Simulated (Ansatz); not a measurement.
Ansatz (a first-principles code) input (MP2/def2-TZVP):

Ansatz 0.2 input:
```yaml
crystal:
  periodic: [false, false, false]
  atoms:
    - {symbol: Be, position_ang: [-0.00000000, -0.00000000, -1.40761641]}
    - {symbol: O, position_ang: [0.00000000, 0.00000000, 0.00000000]}
    - {symbol: Be, position_ang: [0.00000000, 0.00000000, 1.40761641]}
basis:
  gaussian:
    orbitals: def2-TZVP
magnetization: {spin_polarized: true, initial_magnetization: 2}
correlation: {method: mp2, electrons: outside_noble_gas}
relax: {f_tol: 0.003, max_steps: 100}
```

Output:

```
Functional definition: HF
these checks for a lower state are left out or cut short: cluster_reference
integrals: 0.02 GiB planned
558 factors; integrals over basis functions are off by at most 3.1e-4 eV
mean field: 0.12 GiB planned
mean field evaluation 1: about -2831.1430 eV, gradient 3.2e1 eV
mean field evaluation 2: about -2831.1477 eV, gradient 3.2e1 eV
mean field evaluation 4: about -2835.9465 eV, gradient 3.1e0 eV
mean field evaluation 8: about -2836.1403 eV, gradient 2.1e-1 eV
mean field -2836.14168449 eV, -104.2262844993 hartree, gradient 1.8e-6 eV, S^2 2.004013; 0 other end points of the search recorded, 0 dependent functions left out
3 core orbitals not correlated
reference -2836.14168449 eV, -104.2262844993 hartree; 6, 4 occupied and 60, 62 virtual orbitals, 558 factors
densities: 0.11 GiB planned
second order -7.44350348 eV of doubles, -0.00000000 eV of singles
the calculation of the forces begins
relax step   1: F+E_penalty+E_count = -2843.58518798 eV  Δ(F+E_penalty+E_count) = +0.000e0 eV  max|allowed force component| = 4.546e-1 eV/Å  Δτ_max = 0.0000 Å  (35 SCF iters, accepted)
these checks for a lower state are left out or cut short: starts, cluster_reference, orbital_swaps, neighbouring_geometries, increment
integrals: 0.02 GiB planned
558 factors; integrals over basis functions are off by at most 3.1e-4 eV
mean field: 0.12 GiB planned
mean field evaluation 16: about -2836.1250 eV, gradient 3.6e-1 eV
mean field -2836.13393870 eV, -104.2259998467 hartree, gradient 1.4e-6 eV, S^2 2.004035; 0 other end points of the search recorded, 0 dependent functions left out
3 core orbitals not correlated
reference -2836.13393870 eV, -104.2259998467 hartree; 6, 4 occupied and 60, 62 virtual orbitals, 558 factors
densities: 0.11 GiB planned
second order -7.45602799 eV of doubles, -0.00000000 eV of singles
the calculation of the forces begins
relax step   2: F+E_penalty+E_count = -2843.58996669 eV  Δ(F+E_penalty+E_count) = -4.779e-3 eV  max|allowed force component| = 1.876e-1 eV/Å  Δτ_max = 0.0075 Å  (31 SCF iters, accepted)
these checks for a lower state are left out or cut short: starts, cluster_reference, orbital_swaps, neighbouring_geometries, increment
integrals: 0.02 GiB planned
558 factors; integrals over basis functions are off by at most 3.0e-4 eV
mean field: 0.12 GiB planned
mean field evaluation 32: about -2836.1261 eV, gradient 1.4e-6 eV
mean field -2836.12605311 eV, -104.2257100567 hartree, gradient 1.4e-6 eV, S^2 2.004051; 0 other end points of the search recorded, 0 dependent functions left out
3 core orbitals not correlated
reference -2836.12605311 eV, -104.2257100567 hartree; 6, 4 occupied and 60, 62 virtual orbitals, 558 factors
densities: 0.11 GiB planned
second order -7.46492635 eV of doubles, -0.00000000 eV of singles
the calculation of the forces begins
relax step   3: F+E_penalty+E_count = -2843.59097947 eV  Δ(F+E_penalty+E_count) = -1.013e-3 eV  max|allowed force component| = 4.429e-3 eV/Å  Δτ_max = 0.0053 Å  (33 SCF iters, accepted)
these checks for a lower state are left out or cut short: starts, cluster_reference, orbital_swaps, neighbouring_geometries, increment
integrals: 0.02 GiB planned
558 factors; integrals over basis functions are off by at most 3.0e-4 eV
mean field: 0.12 GiB planned
mean field -2836.12583677 eV, -104.2257021062 hartree, gradient 3.1e-6 eV, S^2 2.004051; 0 other end points of the search recorded, 0 dependent functions left out
3 core orbitals not correlated
reference -2836.12583677 eV, -104.2257021062 hartree; 6, 4 occupied and 60, 62 virtual orbitals, 558 factors
densities: 0.11 GiB planned
second order -7.46514325 eV of doubles, -0.00000000 eV of singles
the calculation of the forces begins
relax step   4: F+E_penalty+E_count = -2843.59098002 eV  Δ(F+E_penalty+E_count) = -5.488e-7 eV  max|allowed force component| = 3.130e-5 eV/Å  Δτ_max = 0.0001 Å  (19 SCF iters, accepted)
these checks for a lower state are left out or cut short: cluster_reference
integrals: 0.02 GiB planned
558 factors; integrals over basis functions are off by at most 3.0e-4 eV
mean field: 0.12 GiB planned
mean field -2836.12583677 eV, -104.2257021062 hartree, gradient 3.1e-6 eV, S^2 2.004051; 1 other end points of the search recorded, 0 dependent functions left out
3 core orbitals not correlated
reference -2836.12583677 eV, -104.2257021062 hartree; 6, 4 occupied and 60, 62 virtual orbitals, 558 factors
densities: 0.11 GiB planned
second order -7.46514325 eV of doubles, -0.00000000 eV of singles
the calculation of the forces begins
Total energy: -2843.59098002 eV, -104.5000410604 hartree
Atom 0 at    -0.000000     0.000000    -1.420508 Å, force    -0.000000     0.000000    -0.000031 eV/Å
Atom 1 at     0.000000    -0.000000     0.000000 Å, force     0.000000    -0.000000     0.000000 eV/Å
Atom 2 at    -0.000000     0.000000     1.420508 Å, force    -0.000000     0.000000     0.000031 eV/Å
Dipole moment:    -0.000000    -0.000000     0.000000 e Å
Checks for a lower state left out: cluster_reference
```

This is an excited triplet: at this geometry the singlet lies 0.19 eV lower at CCSD(T)/CBS(def2-TZVPPD,def2-QZVPPD).
